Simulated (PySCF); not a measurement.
**Si+: ionisation energy**

Si+ [Ne] 3s2 3p1 (2P) → Si(2+) [Ne] 3s2 (1S), as a difference of total energies. Calculation: PySCF 2.14, in x2c-QZVPPall with one added diffuse shell each of s, p, d, f type (10s7p5d3f1g, 86 functions); scalar relativity by spin-free X2C-1e. Correlated levels: valence and next inner shell: 1s2 frozen. The calculations carry no spin-orbit coupling.

```csv
method,ionisation energy (eV)
UHF,15.835
MP2 (valence and next inner shell),16.123
SCS-MP2 (valence and next inner shell),16.114
CCSD (valence and next inner shell),16.231
CCSD(T) (valence and next inner shell),16.258
```

Q: How much does correlation contribute at CCSD(T) (valence and next inner shell)?

A: 16.258 − (15.835) = 0.423 eV, measured against UHF.

Errors of the correlated levels include the incompleteness of this basis and the frozen core.

For comparison: 16.322 eV (measured; NIST levels, between the centres of gravity of the two terms).
